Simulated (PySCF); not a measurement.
Compound: C5H13O2P.
InChI=1S/C5H13O2P/c1-6-3-4-8-5-7-2/h8H,3-5H2,1-2H3

The closed-shell ground state was solved at several levels (PySCF, density fitting, gas phase, non-relativistic). Geometry: PBE0-D3(BJ)/def2-SVP, one conformer, isolated molecule.

```
         level  basis functions  HOMO (eV)  LUMO (eV)  gap (eV)  dipole (D)
B3LYP/pcSseg-1              208      -6.36       0.56      6.92        2.06
 PBE0/pcSseg-1              208      -6.57       0.80      7.37        2.13
```

(1) Estimate the row for PBE0/def2-SVPD, a basis of 274 functions; the other rows only guide the guess.

(2) Over all these levels, which gives the widest orbital gap and which the narrowest?

(3) How far do the dipole and the HOMO energy spread over the levels?

## Answers

(1) HOMO -6.61 eV, LUMO 0.49 eV, gap 7.10 eV, dipole 2.10 D.

(2) PBE0/pcSseg-1 (global hybrid, 25 % exact exchange) has the widest, 7.37 eV, and B3LYP/pcSseg-1 (global hybrid, 20 % exact exchange) the narrowest, 6.92 eV. The two share the basis. From the narrowest to the widest the HOMO moves by -0.21 eV and the LUMO by +0.24 eV.

(3) The dipole runs from 2.06 to 2.13 D (mean 2.09 D) and the HOMO from -6.61 to -6.36 eV.
